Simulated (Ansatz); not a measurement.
Question: Predict a relaxed structure of (HBe-mu-Br)2 (Be₂H₂Br₂), charge 0, singlet, at B3LYP-D4/def2-TZVP (Ansatz).

Answer: 
```xyz
6

Be    0.2895   -0.7419   -1.1275
H     0.5639   -1.4440   -2.2194
Br   -1.5825   -0.5737   -0.0288
Be   -0.2889    0.7401    1.1288
H    -0.5703    1.4626    2.2056
Br    1.5882    0.5569    0.0413
```
Point group D2h (tolerance 0.1 Å). This is one stationary point.
